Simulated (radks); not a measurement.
The numbers below are computed, except where a source is named.
Sr2+, 36 electrons, occupied as [Kr] (the NIST ground configuration). Level of theory: scalar-relativistic Kohn-Sham, LDA (Slater exchange, Perdew-Wang correlation), spin-polarised, spherical densities, finite nucleus; Fermi nuclear charge, rms radius 4.224 fm (a radial shooting solver on a logarithmic mesh with Libxc functionals).

Unscreened Slater integrals over Kohn-Sham orbitals (cm^-1). They are taken over the spin-up orbitals.

F0(4p,4p): 127850
F2(4p,4p): 67016
F0(4p,4s): 136060
G1(4p,4s): 91281
F0(4p,3d): 166460
F2(4p,3d): 36162
G1(4p,3d): 11806
G3(4p,3d): 11154
F0(4p,3p): 166410
F2(4p,3p): 36012
G0(4p,3p): 9036.2
G2(4p,3p): 10598
F0(4s,4s): 146310
F0(4s,3d): 186830
G2(4s,3d): 15581
F0(4s,3p): 186800
G1(4s,3p): 13724
F0(3d,3d): 402480
F2(3d,3d): 195240
F4(3d,3d): 123370
F0(3d,3p): 397140
F2(3d,3p): 191260
G1(3d,3p): 227880
G3(3d,3p): 142810
F0(3p,3p): 396550
F2(3p,3p): 199080
